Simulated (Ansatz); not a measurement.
Program: Ansatz. Geometries: PBE0-D4/def2-TZVP. ΔE: electronic, gas phase. CCSD(T)/CBS adds triple-zeta CCSD(T) − MP2 to the extrapolated MP2 energy (def2 sets, frozen cores). This one scheme is used for every species, atoms too. DFT in def2-TZVPP. Open shells (•) are unrestricted, without spin–orbit coupling. Spin–orbit coupling would lower the free atoms: a little for C, Cl; clearly for Ga. Bonds to Ga are less sure, by a few kJ/mol each and by 10 to 20 or more in all where they break to atoms, as the def2 sets lack core-valence functions. Scalar relativity is left out up to krypton. Each species was taken in one conformer, which may not be the lowest.

`C=[CH][Ga]([Cl])[Cl]` → 2 C• + 2 Cl• + Ga• + 3 H•  (atomization)

CCSD(T)/CBS gives +697.4 kcal/mol.

**Question.** Another level gave +674.5 kcal/mol. Which?
A. r2SCAN0/def2-TZVPP
B. BLYP-D4/def2-TZVPP
C. BLYP/def2-TZVPP
D. r2SCANh-D4/def2-TZVPP

**Answer.** C. BLYP 674.5, r2SCAN0 690.1, BLYP-D4 685.6, r2SCANh-D4 697.5 kcal/mol.

Largest T1 diagnostic among the species: 0.013.

The D4 term adds +8.6 kcal/mol with B3LYP and +4.5 kcal/mol with PBE0; it sums over pairs of atoms, weighted by their polarisabilities, and B3LYP, whose exchange is more repulsive, gets the larger term. Leaving LDA and LC-ωPBE aside and taking each functional with its dispersion term where it has one, the values, not all of them listed here, spread over 36.9 kcal/mol, from BHLYP-D4 to PBE-D4. LDA lies +89.0 kcal/mol from PBE without D4, its usual overbinding.

B3LYP here is the variant with VWN-RPA as its local correlation; programs differ in this.

For atomizations the MP2-based limit and the directly extrapolated one differ by several kJ/mol either way, and by 10 to 25 for some Ge, Se and Sn compounds, so smaller differences from it don't rank the levels.
